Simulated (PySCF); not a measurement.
B₂O₃, SMILES O=BOB=O. Atoms are numbered in the order given.

```xyz
5

O      0.0000     0.0000    -2.5158
B      0.0000     0.0000    -1.3102
O      0.0000     0.0000     0.0000
B      0.0000     0.0000     1.3102
O      0.0000     0.0000     2.5158
```
Charge 0, spin multiplicity 1.

The structure is a stationary point at PBE0-D3(BJ)/def2-SVP. One conformer was computed; it need not be the lowest.

These are r2SCAN/def2-TZVPD run with PySCF values and carry that method's errors.

ESP charges are fitted to the potential on shells at 1.4 to 2.0 van der Waals radii. Atomic charges (e):

```json
[
 {"atom": "O1", "ESP fit": "-0.47", "IAO": "…"},
 {"atom": "B2", "ESP fit": "0.46", "IAO": "…"},
 {"atom": "O3", "ESP fit": "0.01", "IAO": "…"},
 {"atom": "B4", "ESP fit": "0.46", "IAO": "…"},
 {"atom": "O5", "ESP fit": "-0.47", "IAO": "…"}
]
```

**Question.** Some entries are withheld; supply them. (Estimate from the structure and the level; the computed values follow.)

**Answer.** 
- O1, IAO: -0.46
- B2, IAO: 0.65
- O3, IAO: -0.39
- B4, IAO: 0.65
- O5, IAO: -0.46
